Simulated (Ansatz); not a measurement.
System: sum formula GaBrF2, charge 0, multiplicity 1. SMILES: [F][Ga]([F])[Br]
Geometry from a B3LYP-D3(BJ)/def2-TZVP (Ansatz, a quantum-chemistry and plane-wave program) optimisation:
```xyz
4

F     -1.4403     1.6954     0.0432
Ga    -0.7327     0.1047     0.0092
F     -1.8582    -1.2238    -0.0016
Br     1.4972    -0.2140    -0.0189
```

Property: vertical ionisation energy (to the doublet state of charge +1; each state is the SCF solution reached for its spin), in eV. Correlated levels leave the core frozen unless marked. Open shells are spin-unrestricted. Spin-orbit coupling is left out. Frozen are the shells of the preceding noble gas and the d and f shells that filled before the atom's block. No relativistic terms. CBS(X,Y): correlation extrapolated as X^-3; Hartree-Fock from the larger set.

```tsv
level	program	vertical ionisation energy (eV)
r2SCAN/def2-TZVPD	Ansatz	11.89
B3LYP/def2-TZVPD	Ansatz	___
PBE0/def2-TZVPD	Ansatz	___
SCS-MP2/aug-cc-pVTZ	Ansatz	11.94
SCS-MP2/aug-cc-pVQZ	Ansatz	12.04
CCSD/aug-cc-pVDZ	Ansatz	11.86
CCSD/aug-cc-pVTZ	Ansatz	11.92
CCSD(T)/CBS(aug-cc-pVTZ,aug-cc-pVQZ)	Ansatz	12.13
```

Task: Some entries are withheld; supply them.

Result: 
- B3LYP/def2-TZVPD, vertical ionisation energy (eV): 12.00
- PBE0/def2-TZVPD, vertical ionisation energy (eV): 11.97
